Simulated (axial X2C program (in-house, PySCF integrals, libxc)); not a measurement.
# Spin–orbit effects along a row: molecules with H (ions), HF

Computed with an in-house relativistic program for diatomic molecules, spin-free (one-electron X2C) or two-component (2c: spin–orbit coupling with atomic mean-field Coulomb and Gaunt terms, which also bring small scalar terms), in Dyall basis sets with cores contracted in-house; open shells are unrestricted.

Basis sets: Ba dyall-cv3z, Cs dyall-cv3z, H dyall-v3z, Hf dyall-cv3z, Hg dyall-cv3z, Ir dyall-v3z, Pb dyall-cv3z, Re dyall-cv3z, Ta dyall-cv3z, W dyall-cv3z.

| molecule | spin-free state | Re (Å) | ωe (cm⁻¹) | De (eV) | 2c state | Re 2c (Å) | ωe 2c (cm⁻¹) | De 2c (eV) |
| --- | --- | --- | --- | --- | --- | --- | --- | --- |
| CsH⁺ | M_S = 1/2, Λ = 0 | 3.765 | 122.2 | 0.01 | Ω = 1/2 | 3.766 | 122.1 | 0.01 |
| BaH⁺ | M_S = 0, Λ = 0 | 2.177 | 1335.6 | 1.59 | Ω = 0 | 2.176 | 1336.5 | 1.59 |
| HfH⁺ | M_S = 1, Λ = 2 | 1.795 | 1900.4 | 2.10 | Ω = 1 | 1.794 | 1896.7 | n/a |
| TaH⁺ | M_S = 3/2, Λ = 0 | 1.755 | 1950.0 | 1.42 | Ω = 3/2 | 1.740 | 1957.1 | n/a |
| WH⁺ | M_S = 2, Λ = 1 | 1.715 | 1918.3 | 1.29 | Ω = 1 | 1.716 | 1917.7 | n/a |
| ReH⁺ | ? | ? | ? | ? | ? | ? | ? | ? |
| IrH⁺ | M_S = 3/2, Λ = 0 | 1.566 | 2231.0 | 1.64 | Ω = 9/2 | 1.595 | 2114.6 | 1.60 |
| HgH⁺ | M_S = 0, Λ = 0 | 1.621 | 2049.7 | 1.29 | Ω = 0 | 1.618 | 2059.8 | 1.32 |
| PbH⁺ | M_S = 0, Λ = 0 | 1.808 | 1830.4 | 1.62 | Ω = 0 | 1.790 | 1829.8 | 0.72 |

Question: Estimate the 2c Re and ωe of ReH⁺ as the mean of its neighbours in the table.

Answer: Re ≈ 1.655 Å, ωe ≈ 2016.2 cm⁻¹. The HF runs give the row below, so the estimate misses by -0.032 Å and 186.9 cm⁻¹.

```json
{"molecule": "ReH⁺", "spin-free state": "M_S = 5/2, Λ = 0", "Re (Å)": "1.687", "ωe (cm⁻¹)": "1829.7", "De (eV)": "1.12", "2c state": "Ω = 5/2", "Re 2c (Å)": "1.688", "ωe 2c (cm⁻¹)": "1829.3", "De 2c (eV)": "1.12"}
```

Fragments in 2c: Cs+ + H, Ba+ + H, Hf+ + H, Ta+ + H, W+ + H, Re+ + H, Ir+ + H, Hg+ + H, Pb+ + H. Each entry is the lowest single determinant of a limited PBE0 search at one distance. De goes to single-determinant-based atoms at the same level (for ions the charge split of lowest energy) and is withheld (n/a) where an atom does not fit its ground term or J level. Main or longest-lived isotopes. One determinant is a doubtful description, or other states lie close, for HfH⁺, TaH⁺, WH⁺, ReH⁺, IrH⁺; these need not be ground states, and all values refer to the states named. Some open-shell Ω = 0 determinants are out of reach, so the Ω given for WH⁺ need not be the lowest component. With several unpaired electrons the Ω given is that of one determinant, not necessarily of the lowest component. The lowest determinant changes configuration between the Hamiltonians for TaH⁺, IrH⁺, so two states are compared there.
